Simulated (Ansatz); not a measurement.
Consider the ligand exchange at the Si–N bond: `O[SiH](O)N[SiH](F)F` + silanol → `F[SiH](F)O[SiH3]` + `N[SiH](O)O`.

Calculated with Ansatz (gas phase, PBE0-D4/def2-TZVP geometries, no zero-point term in ΔE). CCSD(T)/CBS is the MP2 limit (def2-TZVPP, def2-QZVPP) plus CCSD(T) − MP2 in def2-TZVPP, frozen cores. This one scheme is used for every species. Functionals use def2-TZVPP. Each species was taken in one conformer, which may not be the lowest.

```json
{"level": "r2SCAN-D4", "ΔE (kJ/mol)": "-53.0"}
{"level": "ωB97X-V", "ΔE (kJ/mol)": "-54.1"}
{"level": "PBE", "ΔE (kJ/mol)": "-51.3"}
{"level": "CCSD(T)/def2-TZVPP", "ΔE (kJ/mol)": "-56.2"}
```

Problem. What does CCSD(T)/CBS give? (Estimate.)

Solution. Ansatz gave: -56.7 kJ/mol. The listed levels differ from it by 3.7, 2.6, 5.4, 0.5 kJ/mol.

Largest T1 diagnostic among the species: 0.012.

The D4 term adds +4.4 kJ/mol with B3LYP and +2.5 kJ/mol with PBE0; it sums over pairs of atoms, weighted by their polarisabilities, and B3LYP, whose exchange is more repulsive, gets the larger term. In def2-TZVPP, CCSD(T) changes the Hartree–Fock value by +13.1 kJ/mol (the triples alone add +2.2 kJ/mol) and MP2 by +13.1 kJ/mol.

B3LYP here is the variant with VWN-RPA as its local correlation; programs differ in this.
